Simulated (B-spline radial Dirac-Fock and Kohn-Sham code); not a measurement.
## 5d3/2 photoionisation of Os⁵⁺ near threshold

System: osmium as Os⁵⁺, [Xe] 4f14 5d3. The computed 5d3/2 threshold is 69.33 eV; without correlation, outer thresholds are uncertain by 1 to 2 eV. With an open shell the threshold is an average over the terms of the final ion.

Input of the calculation (task.json; shells as n, l, electrons):

```json
{"items": [{
  "Z": 76,
  "q": 5,
  "cfg": [[1, 0, 2], [2, 0, 2], [2, 1, 6], [3, 0, 2], [3, 1, 6], [3, 2, 10], [4, 0, 2], [4, 1, 6], [4, 2, 10], [4, 3, 14], [5, 0, 2], [5, 1, 6], [5, 2, 3]],
  "A": 192,
  "rrms": 5.4126,
  "do": ["binding", "quiet", "photo", "scan"],
  "hv": [21.22, 88.5, 93.4, 121.0, 300, 398.0, 400, 1486.9, 1910.0, 2984.4, 3330.0, 3990.0, 15000, 30000, 40000, 132000.0]
}]}
```

Run with: `python xray_run.py task.json out`

These are calculated numbers from a radial atomic solver; the model is a relativistic central-field model (Hartree-Slater potential of the initial state, Latter tail, multipole expansion of the photon field, Dirac-Fock thresholds). Interchannel coupling and autoionising resonances are not included, so magnitudes near threshold are approximate.

```
kinetic energy (eV)  σ (Mb)      β
                1.5    1.01   0.77
                1.9   0.987   0.80
                2.3   0.963   0.84
                2.9   0.933   0.88
                3.7   0.897   0.92
                4.6   0.854   0.97
                5.7   0.804   1.02
                7.2   0.746   1.09
                9.0   0.679   1.15
               11.2   0.605   1.23
               14.0   0.525   1.32
               17.5   0.441   1.42
               21.9   0.357   1.52
               27.4   0.275   1.64
               34.2   0.199   1.76
               42.8   0.135   1.87
               53.5  0.0851   1.94
               66.9  0.0502   1.88
               83.7  0.0287   1.51
              104.7  0.0177   0.62
              130.9  0.0136  -0.38
              163.6  0.0131  -0.75
              204.6  0.0137  -0.58
              255.8  0.0141  -0.25
              319.9  0.0140   0.08
              400.0  0.0135   0.39
```

The cross section has a minimum of 0.013 Mb near 164 eV kinetic energy, a Cooper minimum, where a dipole matrix element changes sign; it needs a radial node in the bound orbital. It is largest at the lowest energy, 1.01 Mb. β ranges from -0.75 (at 163.6 eV) to 1.94.
